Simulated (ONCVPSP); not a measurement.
**Which setting gave this result? (selenium (Se), ONCV)**

Base potential:

ONCVPSP 4.0.1 input, shortened (lines: element, Z, core and valence counts, functional; n l f; lmax; l rc ep ncon nbas qcut; lloc lpopt rc5 dvloc0; l nproj debl; icmod fcfact rcfact), PBE, scalar-relativistic:

```
  Se 34.00    3    5        4      upf
    1    0    2.00
    2    0    2.00
    2    1    6.00
    3    0    2.00
    3    1    6.00
    3    2   10.00
    4    0    1.50
    4    1    4.50
    2
    0    0.85    0.00    4    8   12.70
    1    1.05    0.00    4    8   12.60
    2    1.20    0.00    4    9   14.60
    4    5    0.75    0.00
    0    2    0.90
    1    3    3.70
    2    3    3.50
    2    0.55    1.20
```

Cutoffs, loose and tight: the cutoffs (Ha) at which the residual kinetic energy of the hardest occupied pseudo-wave falls to 1 and 0.1 mHa per electron. They do not see the model core or the augmentation charge, which bear on the density cutoff. Test errors are all-electron minus pseudo excitation energies from the reference, over the configurations 3s2 3p6 3d10 4s2 4p4; 3s2 3p6 3d10 4s2 4p3; 3s2 3p6 3d10 4s2 4p2; 3s2 3p5 3d10 4s2 4p4; variants that change the core or the reference have their own tests.

Only the scale of all radii but the core radius (base = 1) is moved:

```csv
scale of all radii but the core radius (base = 1),"cutoff, loose","cutoff, tight",bound ghosts,largest test error (meV)
0.79,208 Ha,380 Ha,none,-163
0.86,92 Ha,302 Ha,none,-195
0.95,86 Ha,181 Ha,none,-229
1.01,81 Ha,90 Ha,none,-225
1.08,77 Ha,86 Ha,none,-204
1.25,67 Ha,76 Ha,none,-116
1.32,63 Ha,71 Ha,none,-82
```

Problem. One more run gave cutoff, loose: 73 Ha; cutoff, tight: 82 Ha; bound ghosts: none; largest test error (meV): -187. Which value of the scale of all radii but the core radius (base = 1) was used?

Solution. 1.15. The loose cutoff moves one way along this sweep, from 208 Ha at 0.79 to 63 Ha at 1.32, which places the run between 1.08 and 1.25.
